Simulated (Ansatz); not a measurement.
CH₇FO₂Si₂, SMILES C([SiH3])[Si](F)(O)O.

Coordinates come from a PBE-D3(BJ)/def2-SVP optimisation. The structure was generated by enumeration, and PubChem lists no compound with its InChIKey, so it may never have been made. The values are those of a single conformer.

Two levels are set side by side: PBE/def2-SVPD (Ansatz, a first-principles code) and CAM-B3LYP/def2-SVPD (Ansatz). Energy differences of separate SCF runs at the same geometry; the states with an electron removed or added have multiplicity 2 and 2. Differences are taken from unrounded values.

| quantity | CAM-B3LYP |
|---|---|
| vertical ionisation energy (eV) | 11.12 |
| vertical singlet–triplet gap (eV) | 7.79 |

Problem. What does PBE give, and how far is it from CAM-B3LYP? (The exact figures need the calculation; the answer reports its results.)

Solution. 
| quantity | PBE | PBE minus CAM-B3LYP |
|---|---|---|
| vertical ionisation energy (eV) | 10.26 | -0.86 |
| vertical singlet–triplet gap (eV) | 6.73 | -1.07 |
